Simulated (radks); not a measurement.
The numbers below are computed, except where a source is named.
Ionisation of C+, [He] 2s2 2p1, to C2+, [He] 2s2, under several functionals. Dirac Kohn-Sham, spin-unpolarised, spherical densities, finite nucleus; open shells fill j = l - 1/2 first; a radial shooting solver on a logarithmic mesh with Libxc functionals.

| functional | E(C+) (hartree) | Exc (hartree) | IE (eV) | -e(HOMO) (eV) | <r> HOMO (bohr) | IE error (eV) |
|---|---|---|---|---|---|---|
| OLYP | -37.41827 | -4.81834 | 23.944 | 16.841 | 1.521 | -0.439 |
| PBEsol | -37.19717 | -4.58056 | 24.026 | 16.912 | 1.506 | -0.357 |
| PBE | -37.36595 | -4.76035 | 24.164 | 17.010 | 1.504 | -0.219 |
| XLYP | -37.45276 | -4.85122 | 24.238 | 17.047 | 1.505 | -0.145 |
| BLYP | -37.41995 | -4.81669 | 24.183 | 16.999 | 1.503 | -0.200 |
| LDA (Slater exchange, VWN5 correlation) | -37.03850 | -4.40917 | 24.270 | 17.129 | 1.499 | -0.113 |
| exchange-only B88 | -37.27296 | -4.66442 | 23.305 | 16.157 | 1.514 | -1.078 |
| LDA (Slater exchange, Perdew-Wang correlation) | -37.03720 | -4.40775 | 24.266 | 17.126 | 1.499 | -0.117 |

NIST Atomic Spectra Database: 24.383 eV (measured). Closest: LDA (Slater exchange, VWN5 correlation). The Delta-SCF values span 0.97 eV, the total energies 0.42 hartree. The highest occupied level is 2p1/2. Spin polarisation and multiplet splitting are left out, so open shells lie too high by an amount that depends on their filling.

Beside tabulated values, note that spin-unpolarised runs miss the spin-polarisation part of the exchange energy of open shells.
